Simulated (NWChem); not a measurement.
# CH₇FN₂Si; SMILES NC[Si@H](N)F

```xyz
12

N      0.0729     2.3183    -0.0836
C      0.7496     1.0873     0.3885
Si     0.0116    -0.5032    -0.3087
N     -1.6213    -0.6297     0.2297
F      0.9503    -1.7577     0.1338
H      0.1842     2.4015    -1.0937
H     -0.9305     2.2288     0.0746
H      1.8159     1.1640     0.1427
H      0.7103     1.0754     1.4868
H     -0.0456    -0.5009    -1.7934
H     -2.2734    -1.2202    -0.2730
H     -1.8342    -0.6283     1.2211
```
Atoms are numbered in this order, from 1.

Program: NWChem. Coordinates come from a B3LYP/6-31G* (spherical d) optimisation. Hybrids' shares of exact exchange are those that their runs print; pure functionals count as 0. The functionals differ in more than this share.

```csv
row,share of exact exchange,orbital gap (eV)
PBE/def2-SVP,0.00,5.40
KT2/def2-SVP,0.00,5.45
B3LYP/def2-SVP,0.20,7.19
PW6B95/def2-SVP,0.28,7.88
MPW1K/def2-SVP,0.43,withheld
Hartree-Fock/def2-SVP,1.00,14.53
```

Task: Fit a straight line of the last column on the one before it, predict the withheld value, and compare with the run.

Result: 
1. Means of the 5 shown rows: x = 0.296, y = 8.090. Slope Σ(x − x̄)(y − ȳ)/Σ(x − x̄)² = 6.201/0.6803 = 9.115; intercept 5.392.
2. The shown rows scatter about the line by 0.042 (root mean square); the largest residual is -0.06, at PW6B95/def2-SVP.
3. At x = 0.43 (MPW1K/def2-SVP; inside the shown range) the line gives 9.31.
4. The run gives 9.57, +0.26 from the line, 6.2 times the scatter.
